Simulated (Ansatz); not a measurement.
`F[C@@H]1O[C@H]1Br`, 7 atoms. Charge 0, multiplicity 1. Correlated methods include outer-core shells of Br, which these sets cover unevenly. Scalar relativity is left out up to krypton. All runs use 4 threads of an Intel Xeon Platinum 8488C on a shared host. Correlated methods freeze the cores.

Problem. How many basis functions does each run have, and how long does it take in Ansatz? RKS revPBE-D4/def2-TZVPP energy; RKS LC-ωPBE/def2-TZVPP energy; RHF-CCSD(T)/def2-SVP energy; RKS ωB97M-V/def2-SVP energy; RKS PBE0-D4/def2-QZVPP energy; direct RPA on PBE orbitals/def2-TZVPP energy; RKS PBE0-D4/def2-SVP energy; RHF-MP2/def2-QZVPP energy; RKS HSE06 (plane-wave form)-D4/def2-TZVPP energy; RKS ωB97M-V/def2-QZVPP energy; RKS PBE0-D4/def2-TZVP frequencies; RHF-CCSD(T)/def2-TZVPP energy. (Best estimate.)

Solution. Computed: Other jobs shared the machine, so times are rough.

```csv
level,job,functions,wall time,peak host memory (GiB)
RKS PBE0-D4/def2-SVP,energy,98,0.55 s,0.22
RKS revPBE-D4/def2-TZVPP,energy,200,0.75 s,0.25
RKS LC-ωPBE/def2-TZVPP,energy,200,1.1 s,0.33
RKS HSE06 (plane-wave form)-D4/def2-TZVPP,energy,200,1.4 s,0.51
RKS ωB97M-V/def2-SVP,energy,98,1.8 s,0.3
direct RPA on PBE orbitals/def2-TZVPP,energy,200,2 s,0.43
RHF-CCSD(T)/def2-SVP,energy,98,2.6 s,0.44
RKS PBE0-D4/def2-QZVPP,energy,377,3.2 s,1.2
RKS ωB97M-V/def2-QZVPP,energy,377,6.5 s,1.4
RHF-MP2/def2-QZVPP,energy,377,8.5 s,1.8
RHF-CCSD(T)/def2-TZVPP,energy,200,39 s,2.8
RKS PBE0-D4/def2-TZVP,frequencies,184,48 s,0.48
```

LC-ωPBE has ω = 0.4 bohr⁻¹.
